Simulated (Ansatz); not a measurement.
Relaxation of Hg₁₀Te₁₀ with RKS PBE-D4/def2-SVP.

```sh
$ ansatz run in.yaml --threads 5 --pin off --events-out ev --progress --plain --max-ram 66560MiB --backend cuda --devices 0, --max-vram 37GiB
```

```yaml
crystal:
  periodic: [false, false, false]
  atoms:
    - {symbol: Hg, position_ang: [-2.748500, 3.294860, -0.325330]}
    - {symbol: Hg, position_ang: [-0.757850, -3.749580, 2.571550]}
    - {symbol: Hg, position_ang: [1.167320, -3.684320, 0.490330]}
    - {symbol: Hg, position_ang: [-1.138930, 1.812510, -3.542550]}
    - {symbol: Hg, position_ang: [1.563910, -0.652220, -3.375940]}
    - {symbol: Hg, position_ang: [-1.797350, -0.893560, -0.297730]}
    - {symbol: Hg, position_ang: [-1.562330, 2.456520, 2.949750]}
    - {symbol: Hg, position_ang: [1.701150, -0.983090, 3.346790]}
    - {symbol: Hg, position_ang: [1.401250, 2.374930, -0.487950]}
    - {symbol: Hg, position_ang: [4.431060, -0.669230, -0.077800]}
    - {symbol: Te, position_ang: [-3.041000, -2.941630, 1.213070]}
    - {symbol: Te, position_ang: [-3.313240, 0.941580, -1.857650]}
    - {symbol: Te, position_ang: [-3.580580, 4.103750, 2.292910]}
    - {symbol: Te, position_ang: [0.074360, -2.512050, -1.826390]}
    - {symbol: Te, position_ang: [0.345570, -2.753920, 4.989570]}
    - {symbol: Te, position_ang: [3.602120, -2.548290, 1.784670]}
    - {symbol: Te, position_ang: [0.343250, 0.535780, -5.557410]}
    - {symbol: Te, position_ang: [-0.365100, 4.077590, -1.815470]}
    - {symbol: Te, position_ang: [3.515790, 1.121740, -1.980790]}
    - {symbol: Te, position_ang: [0.159110, 0.668630, 1.506370]}
basis:
  gaussian: {orbitals: def2-SVP, fitting: {mean_field: def2-universal-jkfit}}
hamiltonian: {xc: pbe, dispersion: d4}
scf: {lower_state_search: "off"}
output: {orbitals: {seedname: orbitals}}
relax: {f_tol: 0.03, max_steps: 70}
```

Hardware: 5 threads of AMD EPYC 7R13 on a shared host and a share (37 GiB) of an NVIDIA H100 80GB HBM3. Wall time 5.4 min, peak host memory 1.4 GiB.

Positions (Å) and forces (eV/Å) at steps 1, 2, 3, 4, 5, 6, 7, 8, 9, 10, 11, 12, 13, 14 of 49:

```xyz
20
step=1 energy=-114723.7284 eV
Hg   -2.748    3.295   -0.325    0.136   -0.108    0.475
Hg   -0.758   -3.750    2.572   -0.560    0.711    0.697
Hg    1.167   -3.684    0.490    0.493    0.526   -0.444
Hg   -1.139    1.813   -3.543    0.270   -0.264    0.054
Hg    1.564   -0.652   -3.376   -0.198    0.129    0.323
Hg   -1.797   -0.894   -0.298   -0.209    0.015   -0.012
Hg   -1.562    2.457    2.950    0.174   -0.267   -0.694
Hg    1.701   -0.983    3.347   -0.348   -0.187   -0.336
Hg    1.401    2.375   -0.488   -0.248   -0.291   -0.221
Hg    4.431   -0.669   -0.078   -0.902   -0.038   -0.079
Te   -3.041   -2.942    1.213    0.205   -0.161   -0.107
Te   -3.313    0.942   -1.858   -0.109   -0.139   -0.030
Te   -3.581    4.104    2.293   -0.009    0.059   -0.064
Te    0.074   -2.512   -1.826    0.031   -0.257   -0.391
Te    0.346   -2.754    4.990    0.122   -0.259   -0.132
Te    3.602   -2.548    1.785    0.508   -0.092    0.189
Te    0.343    0.536   -5.557   -0.084    0.061    0.175
Te   -0.365    4.078   -1.815    0.113    0.265   -0.037
Te    3.516    1.122   -1.981    0.441    0.077    0.063
Te    0.159    0.669    1.506    0.173    0.220    0.572
20
step=2 energy=-114724.5189 eV
Hg   -2.703    3.255   -0.257    0.078   -0.096    0.029
Hg   -0.811   -3.605    2.642   -0.449    0.523    0.374
Hg    1.231   -3.550    0.455    0.361    0.516   -0.277
Hg   -1.091    1.768   -3.494    0.014   -0.059    0.132
Hg    1.530   -0.605   -3.303   -0.037    0.106    0.206
Hg   -1.810   -0.896   -0.306   -0.165   -0.001   -0.041
Hg   -1.552    2.429    2.820   -0.106    0.037   -0.351
Hg    1.653   -1.052    3.286   -0.132   -0.189   -0.063
Hg    1.351    2.307   -0.547   -0.149   -0.083   -0.237
Hg    4.237   -0.686   -0.084   -0.645   -0.068    0.012
Te   -3.032   -2.963    1.176    0.196   -0.163   -0.102
Te   -3.331    0.923   -1.857    0.088    0.038    0.057
Te   -3.583    4.117    2.289    0.120   -0.051    0.072
Te    0.056   -2.559   -1.904    0.068   -0.191   -0.076
Te    0.385   -2.801    5.008    0.178   -0.199   -0.027
Te    3.700   -2.584    1.845    0.175   -0.009   -0.065
Te    0.339    0.539   -5.524    0.013    0.000    0.094
Te   -0.352    4.120   -1.821    0.042   -0.035    0.082
Te    3.581    1.161   -1.992    0.154   -0.068    0.125
Te    0.199    0.684    1.568    0.196   -0.008    0.057
20
step=3 energy=-114724.9746 eV
Hg   -2.689    3.242   -0.245    0.019   -0.023   -0.023
Hg   -0.880   -3.458    2.715   -0.351    0.342    0.283
Hg    1.298   -3.389    0.428    0.293    0.402   -0.220
Hg   -1.083    1.757   -3.460    0.001   -0.044    0.032
Hg    1.524   -0.577   -3.241   -0.009    0.077    0.082
Hg   -1.837   -0.907   -0.324   -0.091   -0.016    0.005
Hg   -1.549    2.412    2.716    0.029   -0.062   -0.160
Hg    1.631   -1.114    3.268   -0.073   -0.087    0.103
Hg    1.319    2.270   -0.611   -0.046   -0.039   -0.141
Hg    4.044   -0.710   -0.077   -0.306   -0.025    0.045
Te   -3.013   -3.008    1.124    0.112   -0.136   -0.109
Te   -3.320    0.933   -1.845   -0.026    0.018    0.012
Te   -3.562    4.114    2.296    0.025    0.023    0.044
Te    0.064   -2.591   -1.937    0.054   -0.151    0.028
Te    0.451   -2.864    5.035    0.171   -0.142   -0.006
Te    3.751   -2.601    1.860    0.001   -0.101   -0.085
Te    0.345    0.541   -5.484    0.034   -0.007    0.081
Te   -0.352    4.123   -1.807    0.018    0.046    0.048
Te    3.609    1.156   -1.974    0.040   -0.029    0.040
Te    0.251    0.668    1.564    0.105   -0.047   -0.058
20
step=4 energy=-114725.2597 eV
Hg   -2.689    3.241   -0.250   -0.012    0.016   -0.028
Hg   -0.983   -3.319    2.815   -0.253    0.209    0.238
Hg    1.379   -3.224    0.377    0.206    0.243   -0.211
Hg   -1.087    1.748   -3.443   -0.041   -0.024    0.013
Hg    1.521   -0.557   -3.200   -0.012    0.007    0.023
Hg   -1.874   -0.920   -0.337   -0.070   -0.013    0.004
Hg   -1.526    2.373    2.639   -0.005   -0.022   -0.071
Hg    1.618   -1.147    3.304   -0.062   -0.007    0.108
Hg    1.301    2.255   -0.668   -0.004    0.026   -0.098
Hg    3.920   -0.720   -0.057   -0.045    0.044    0.034
Te   -3.002   -3.066    1.066    0.107   -0.100   -0.032
Te   -3.341    0.939   -1.845    0.011    0.035    0.001
Te   -3.534    4.109    2.306    0.090   -0.045    0.016
Te    0.072   -2.623   -1.960    0.024   -0.080    0.068
Te    0.523   -2.932    5.070    0.071   -0.097   -0.040
Te    3.768   -2.633    1.859   -0.082   -0.099   -0.047
Te    0.358    0.544   -5.452    0.038    0.018    0.028
Te   -0.351    4.148   -1.799   -0.016   -0.002    0.037
Te    3.626    1.149   -1.962   -0.010   -0.020    0.026
Te    0.303    0.634    1.538    0.065   -0.088   -0.068
20
step=5 energy=-114725.4396 eV
Hg   -2.681    3.242   -0.249   -0.018    0.037    0.006
Hg   -1.087   -3.248    2.971   -0.183    0.149    0.134
Hg    1.447   -3.120    0.254    0.158    0.148   -0.139
Hg   -1.119    1.731   -3.435    0.005   -0.045   -0.044
Hg    1.523   -0.553   -3.167   -0.031    0.005   -0.017
Hg   -1.935   -0.956   -0.337   -0.052   -0.014   -0.001
Hg   -1.465    2.291    2.574    0.018   -0.043   -0.055
Hg    1.538   -1.152    3.342   -0.043   -0.010    0.031
Hg    1.313    2.301   -0.748    0.037    0.054   -0.118
Hg    3.926   -0.677   -0.010   -0.011    0.026    0.043
Te   -2.978   -3.127    1.080    0.068   -0.064   -0.029
Te   -3.358    0.950   -1.844   -0.005   -0.026    0.038
Te   -3.460    4.054    2.344    0.056   -0.031    0.016
Te    0.052   -2.658   -2.018   -0.020   -0.031    0.057
Te    0.519   -2.928    5.155    0.069   -0.023   -0.036
Te    3.730   -2.655    1.839   -0.094   -0.058    0.027
Te    0.400    0.588   -5.421    0.046    0.063    0.021
Te   -0.379    4.187   -1.807    0.001   -0.026    0.030
Te    3.657    1.151   -1.952   -0.034    0.002   -0.010
Te    0.358    0.579    1.429    0.033   -0.111    0.047
20
step=6 energy=-114725.5738 eV
Hg   -2.675    3.250   -0.223   -0.007    0.024    0.052
Hg   -1.212   -3.153    3.095   -0.102    0.080    0.097
Hg    1.531   -3.045    0.153    0.076    0.065   -0.088
Hg   -1.185    1.654   -3.431    0.009   -0.044   -0.057
Hg    1.505   -0.563   -3.163   -0.037   -0.009   -0.033
Hg   -1.986   -1.001   -0.323   -0.002    0.006    0.028
Hg   -1.403    2.196    2.519    0.010   -0.036   -0.011
Hg    1.455   -1.153    3.329   -0.011    0.021    0.005
Hg    1.360    2.356   -0.897    0.025    0.017   -0.046
Hg    3.957   -0.643    0.049   -0.010   -0.004    0.075
Te   -2.986   -3.180    1.093    0.041   -0.051   -0.009
Te   -3.381    0.939   -1.814   -0.034   -0.025    0.039
Te   -3.391    3.974    2.414    0.016   -0.026   -0.015
Te    0.037   -2.681   -2.054   -0.021   -0.034    0.071
Te    0.488   -2.859    5.214   -0.004   -0.036   -0.016
Te    3.707   -2.675    1.847   -0.047   -0.003    0.008
Te    0.496    0.723   -5.388    0.060    0.109    0.012
Te   -0.424    4.206   -1.801   -0.005    0.009   -0.017
Te    3.696    1.129   -1.949   -0.006   -0.009   -0.053
Te    0.411    0.527    1.330    0.049   -0.055   -0.041
20
step=7 energy=-114725.6606 eV
Hg   -2.657    3.256   -0.192    0.039    0.024   -0.027
Hg   -1.318   -3.082    3.201   -0.081    0.008   -0.024
Hg    1.598   -2.994    0.085    0.012   -0.015   -0.004
Hg   -1.238    1.589   -3.450    0.030   -0.054   -0.071
Hg    1.462   -0.581   -3.182   -0.095   -0.036   -0.093
Hg   -2.009   -1.022   -0.282    0.011    0.017    0.030
Hg   -1.357    2.114    2.478    0.017   -0.021   -0.015
Hg    1.393   -1.146    3.325   -0.038   -0.017    0.004
Hg    1.400    2.398   -1.020    0.003    0.057   -0.099
Hg    3.958   -0.611    0.110    0.022    0.085   -0.039
Te   -2.977   -3.233    1.099    0.050   -0.010    0.054
Te   -3.396    0.928   -1.778    0.027   -0.025    0.006
Te   -3.349    3.903    2.459    0.024   -0.056    0.017
Te    0.015   -2.708   -2.051   -0.008    0.029   -0.042
Te    0.459   -2.827    5.253   -0.009    0.037   -0.004
Te    3.685   -2.680    1.864    0.014   -0.004    0.033
Te    0.600    0.887   -5.375    0.013    0.078    0.191
Te   -0.454    4.223   -1.814   -0.001   -0.022    0.015
Te    3.714    1.091   -1.972   -0.011   -0.053    0.029
Te    0.471    0.491    1.242   -0.020   -0.022    0.041
20
step=8 energy=-114725.7261 eV
Hg   -2.622    3.263   -0.189    0.033    0.026    0.054
Hg   -1.403   -3.045    3.268    0.041   -0.010    0.053
Hg    1.632   -2.979    0.043    0.016   -0.001    0.016
Hg   -1.278    1.540   -3.450    0.023   -0.033   -0.042
Hg    1.409   -0.619   -3.210   -0.061   -0.029   -0.058
Hg   -2.006   -1.035   -0.238    0.043    0.009    0.045
Hg   -1.316    2.049    2.453   -0.028    0.016    0.010
Hg    1.331   -1.154    3.318   -0.005   -0.013   -0.040
Hg    1.423    2.440   -1.152    0.038    0.008   -0.089
Hg    3.980   -0.561    0.140   -0.023   -0.075    0.095
Te   -2.968   -3.263    1.119   -0.035    0.002   -0.051
Te   -3.388    0.906   -1.750   -0.028   -0.031    0.003
Te   -3.314    3.824    2.489   -0.012   -0.035   -0.020
Te   -0.005   -2.727   -2.069    0.015   -0.042    0.035
Te    0.410   -2.780    5.288   -0.042    0.027    0.020
Te    3.685   -2.668    1.870   -0.025    0.057   -0.052
Te    0.686    1.043   -5.296    0.035    0.075    0.096
Te   -0.477    4.245   -1.833   -0.003    0.050    0.000
Te    3.715    1.051   -1.996   -0.025    0.049   -0.070
Te    0.506    0.467    1.193    0.043   -0.052   -0.005
20
step=9 energy=-114725.7808 eV
Hg   -2.580    3.276   -0.170    0.048    0.029   -0.032
Hg   -1.450   -3.032    3.318   -0.063   -0.042   -0.090
Hg    1.660   -2.976    0.028   -0.033   -0.028   -0.015
Hg   -1.306    1.502   -3.442    0.052    0.002   -0.049
Hg    1.350   -0.673   -3.235   -0.058    0.021   -0.102
Hg   -1.976   -1.037   -0.191    0.045    0.021    0.029
Hg   -1.292    2.001    2.432    0.038   -0.044   -0.009
Hg    1.283   -1.174    3.300   -0.010   -0.020    0.004
Hg    1.445    2.486   -1.297   -0.005    0.051   -0.102
Hg    3.964   -0.536    0.167   -0.009    0.154   -0.146
Te   -2.966   -3.281    1.113    0.052    0.015    0.076
Te   -3.386    0.884   -1.720    0.033   -0.007    0.007
Te   -3.308    3.753    2.509   -0.027   -0.028    0.000
Te   -0.011   -2.782   -2.058   -0.011   -0.021   -0.024
Te    0.357   -2.727    5.329   -0.014    0.045    0.008
Te    3.676   -2.651    1.867    0.046   -0.058    0.094
Te    0.778    1.193   -5.210   -0.023   -0.026    0.198
Te   -0.495    4.299   -1.846   -0.005   -0.012    0.041
Te    3.704    1.028   -2.040   -0.012   -0.080    0.085
Te    0.555    0.446    1.148   -0.045    0.028    0.028
20
step=10 energy=-114725.8326 eV
Hg   -2.528    3.299   -0.160    0.029    0.023    0.009
Hg   -1.501   -3.038    3.347    0.007   -0.018   -0.006
Hg    1.686   -2.987    0.006    0.017   -0.026    0.037
Hg   -1.318    1.498   -3.422    0.025    0.013   -0.003
Hg    1.276   -0.746   -3.264   -0.043    0.051   -0.102
Hg   -1.910   -1.030   -0.133    0.051    0.018    0.016
Hg   -1.273    1.951    2.420   -0.017   -0.004    0.006
Hg    1.232   -1.193    3.274    0.011   -0.017    0.006
Hg    1.460    2.543   -1.479   -0.010    0.045   -0.055
Hg    3.936   -0.489    0.179    0.009    0.019   -0.012
Te   -2.949   -3.290    1.111   -0.002    0.004   -0.002
Te   -3.352    0.863   -1.678    0.006   -0.003   -0.003
Te   -3.327    3.659    2.520   -0.011   -0.034   -0.016
Te   -0.028   -2.857   -2.058    0.005   -0.001   -0.014
Te    0.293   -2.665    5.359   -0.021    0.033   -0.021
Te    3.680   -2.639    1.875   -0.025    0.016   -0.022
Te    0.858    1.313   -5.086   -0.019   -0.095    0.126
Te   -0.511    4.371   -1.846    0.031    0.004    0.008
Te    3.676    0.980   -2.080   -0.028   -0.009    0.021
Te    0.598    0.457    1.114   -0.017   -0.021    0.028
20
step=11 energy=-114725.8454 eV
Hg   -2.441    3.339   -0.153   -0.003    0.051    0.014
Hg   -1.541   -3.046    3.354    0.005   -0.002    0.008
Hg    1.719   -3.029   -0.003   -0.022    0.029   -0.030
Hg   -1.313    1.533   -3.372   -0.148   -0.029    0.092
Hg    1.183   -0.842   -3.334   -0.012    0.049   -0.002
Hg   -1.791   -1.004   -0.073   -0.002   -0.031   -0.005
Hg   -1.273    1.903    2.420   -0.010   -0.040    0.001
Hg    1.204   -1.221    3.271    0.021   -0.021    0.042
Hg    1.462    2.625   -1.646    0.023    0.002    0.038
Hg    3.921   -0.448    0.193   -0.003    0.052   -0.064
Te   -2.917   -3.284    1.080   -0.007    0.015   -0.048
Te   -3.309    0.848   -1.621    0.042    0.034   -0.012
Te   -3.386    3.534    2.505    0.015   -0.001   -0.043
Te   -0.030   -2.942   -2.050   -0.007   -0.012   -0.005
Te    0.206   -2.606    5.386    0.009    0.011    0.004
Te    3.672   -2.608    1.879    0.039   -0.071    0.067
Te    0.888    1.374   -4.970    0.077   -0.083   -0.129
Te   -0.504    4.488   -1.863    0.003   -0.035    0.032
Te    3.600    0.925   -2.121    0.010    0.024    0.033
Te    0.649    0.461    1.119   -0.029    0.058    0.007
20
step=12 energy=-114725.8514 eV
Hg   -2.339    3.501   -0.096   -0.020    0.016    0.056
Hg   -1.526   -3.019    3.305   -0.037   -0.020   -0.057
Hg    1.726   -2.977    0.010   -0.122   -0.027   -0.067
Hg   -1.297    1.504   -3.390   -0.023   -0.014   -0.018
Hg    1.125   -0.876   -3.345    0.001   -0.111    0.009
Hg   -1.755   -0.976   -0.110   -0.009    0.109   -0.022
Hg   -1.393    1.769    2.444    0.034   -0.020   -0.027
Hg    1.297   -1.287    3.312    0.009    0.030    0.002
Hg    1.420    2.618   -1.587    0.021   -0.008    0.016
Hg    3.920   -0.416    0.187   -0.015   -0.010    0.025
Te   -2.801   -3.309    0.965   -0.057   -0.100    0.164
Te   -3.240    0.958   -1.555   -0.015   -0.032    0.002
Te   -3.447    3.479    2.477   -0.027    0.019    0.003
Te   -0.093   -2.932   -1.990    0.198   -0.017   -0.018
Te    0.131   -2.569    5.409    0.000   -0.001    0.012
Te    3.712   -2.607    1.877    0.028    0.023   -0.013
Te    0.840    1.222   -5.091   -0.006    0.105   -0.021
Te   -0.480    4.524   -1.898    0.060    0.030   -0.024
Te    3.537    0.931   -2.131    0.003    0.004   -0.022
Te    0.662    0.465    1.205   -0.024    0.022    0.001
20
step=13 energy=-114725.8674 eV
Hg   -2.367    3.485   -0.102    0.048    0.028    0.002
Hg   -1.530   -3.025    3.333   -0.008   -0.003   -0.006
Hg    1.714   -2.994    0.008    0.028    0.011    0.007
Hg   -1.309    1.493   -3.389    0.054    0.000   -0.037
Hg    1.156   -0.865   -3.387    0.014    0.052   -0.022
Hg   -1.776   -1.014   -0.108   -0.024   -0.028    0.014
Hg   -1.383    1.798    2.436   -0.019    0.002   -0.002
Hg    1.278   -1.259    3.310    0.015    0.022   -0.019
Hg    1.447    2.613   -1.580   -0.002   -0.016   -0.001
Hg    3.908   -0.423    0.185   -0.010   -0.032    0.006
Te   -2.868   -3.319    1.039    0.026    0.029   -0.009
Te   -3.251    0.933   -1.556   -0.010   -0.025   -0.011
Te   -3.442    3.504    2.485   -0.025    0.008    0.007
Te   -0.024   -2.941   -2.044   -0.030   -0.047   -0.008
Te    0.157   -2.568    5.413    0.004   -0.001    0.008
Te    3.705   -2.611    1.874   -0.031    0.040   -0.014
Te    0.844    1.279   -5.094   -0.055   -0.018    0.087
Te   -0.459    4.515   -1.873   -0.005    0.007    0.005
Te    3.565    0.931   -2.136   -0.002    0.008    0.004
Te    0.637    0.468    1.186    0.033   -0.036   -0.011
20
step=14 energy=-114725.8815 eV
Hg   -2.271    3.650   -0.043    0.008   -0.002    0.067
Hg   -1.498   -2.980    3.340   -0.003   -0.015   -0.001
Hg    1.696   -3.006    0.000   -0.024    0.005   -0.018
Hg   -1.301    1.482   -3.352   -0.007   -0.027   -0.004
Hg    1.151   -0.894   -3.374   -0.019   -0.013    0.007
Hg   -1.861   -1.066   -0.155    0.000   -0.014   -0.027
Hg   -1.461    1.677    2.367    0.025    0.004   -0.025
Hg    1.314   -1.224    3.295   -0.002    0.006    0.029
Hg    1.434    2.617   -1.562   -0.010    0.024    0.001
Hg    3.881   -0.426    0.183    0.032   -0.002   -0.005
Te   -2.793   -3.397    1.036    0.012   -0.019    0.018
Te   -3.234    0.982   -1.511    0.006    0.019    0.010
Te   -3.475    3.442    2.473    0.002    0.009   -0.060
Te   -0.013   -3.016   -2.084    0.027    0.032    0.019
Te    0.154   -2.460    5.431    0.001    0.025   -0.012
Te    3.683   -2.605    1.874   -0.001   -0.025   -0.001
Te    0.843    1.279   -5.043   -0.009    0.019   -0.010
Te   -0.414    4.584   -1.873    0.002   -0.019    0.013
Te    3.538    0.926   -2.135    0.015   -0.001    0.004
Te    0.628    0.435    1.133   -0.054   -0.004   -0.005
```

In the def2 sets Hg, Te take a core potential; there is no spin–orbit coupling. Single mean-field runs in def2-SVP are fitted with def2-universal-jkfit.
